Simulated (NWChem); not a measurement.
# C$_{2}$H$_{3}$AgO$_{2}$; SMILES C[O][Ag]<-[C-]#[O+]

```xyz
8

Ag     0.1279    -0.0901     0.0000
O      0.3781     1.8494     0.0000
C     -0.5843     2.8596     0.0000
H     -1.2535     2.8424     0.8974
H     -0.0824     3.8576     0.0000
H     -1.2535     2.8424    -0.8974
O     -0.3032    -3.1453     0.0000
C     -0.0858    -2.0166     0.0000
```
Atoms are numbered in this order, from 1.

Computed with NWChem. Medium grid unless said otherwise, to which SCAN and Minnesota functionals are sensitive. Structure relaxed at the PBE-D3(BJ)/def2-SVP level. Not confirmed as a minimum by frequencies. def2 effective core potentials on Ag; no spin-orbit coupling. Total energies of different functionals are on different scales.

```json
[
 {"level": "PBE/def2-SVP", "energy (Ha)": "-374.9948", "highest occupied level (eV)": "-5.08", "orbital gap (eV)": "1.93", "dipole (D)": "2.59"},
 {"level": "r2SCAN/def2-SVP", "energy (Ha)": "-375.1614", "highest occupied level (eV)": "-5.26", "orbital gap (eV)": "2.18", "dipole (D)": "2.85"},
 {"level": "LDA (Slater exchange, VWN5)/def2-SVP", "energy (Ha)": "-373.2079", "highest occupied level (eV)": "-5.30", "orbital gap (eV)": "1.89", "dipole (D)": "(withheld)"}
]
```

**Question.** Complete the blanks.

**Answer.** 
- LDA (Slater exchange, VWN5)/def2-SVP, dipole (D): 2.40
